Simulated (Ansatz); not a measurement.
Reaction (isomerisation): `C[SiH2]S[SiH2]F` → `CS[SiH](F)[SiH3]`

Gas-phase electronic energies from Ansatz, PBE0-D4/def2-TZVP geometries. CCSD(T)/CBS adds triple-zeta CCSD(T) − MP2 to the extrapolated MP2 energy (def2 sets, frozen cores). Functionals use def2-TZVPP. B3LYP here is the variant with VWN-RPA as its local correlation; programs differ in this. Each species was taken in one conformer, which may not be the lowest.

`C[SiH2]S[SiH2]F`:

Z-matrix (Å, degrees):
```
C
Si 1 1.860
H 1 1.092 2 110.6
H 1 1.093 2 110.3 3 120.1
H 1 1.092 2 110.4 3 -119.9
S 2 2.156 1 111.5 3 58.5
H 2 1.485 1 111.6 3 -58.5
H 2 1.487 1 110.9 3 179.1
Si 6 2.109 2 98.6 1 81.3
F 9 1.602 6 111.2 2 -63.4
H 9 1.479 6 107.2 2 178.5
H 9 1.480 6 111.6 2 54.8
```

`CS[SiH](F)[SiH3]`:

Cartesian coordinates in Å:
```
C -0.179 -1.921 -1.689
S 0.373 -0.215 -1.390
Si -0.388 0.127 0.547
F -1.987 0.298 0.544
Si 0.620 2.083 1.347
H 0.135 -2.578 -0.879
H -1.261 -1.962 -1.808
H 0.294 -2.246 -2.616
H -0.131 -1.076 1.383
H -0.066 2.539 2.585
H 0.544 3.153 0.319
H 2.046 1.798 1.657
```

```tsv
level	ΔE (kJ/mol)	difference from CCSD(T)/CBS
PBE-D4	110.7	-16.3
r2SCAN-D4	124.5	-2.5
PBE0-D4	118.3	-8.7
B3LYP-D4	120.1	-6.9
ωB97X-V	122.2	-4.8
ωB97M-V	130.8	3.8
B2PLYP	124.8	-2.2
PBE	109.0	-18.0
r2SCAN	124.0	-3.0
PBE0	116.8	-10.2
B3LYP	117.4	-9.6
HF/def2-TZVPP	129.8	2.8
MP2/def2-TZVPP	137.2	10.2
SCS-MP2/def2-TZVPP	132.2	5.2
CCSD/def2-TZVPP	126.4	-0.6
CCSD(T)/def2-TZVPP	125.6	-1.4
HF/def2-QZVPP	130.2	3.2
MP2/def2-QZVPP	138.1	11.1
SCS-MP2/def2-QZVPP	133.1	6.1
HF/CBS(def2)	130.3	3.3
MP2/CBS(def2)	138.5	11.5
CCSD/CBS(def2)	127.8	0.8
CCSD(T)/CBS	127.0	0
```

Largest T1 diagnostic among the species: 0.012.

From PBE to PBE0 (25 % exact exchange), in def2-TZVPP and without D4, ΔE moves by +7.8 kJ/mol.
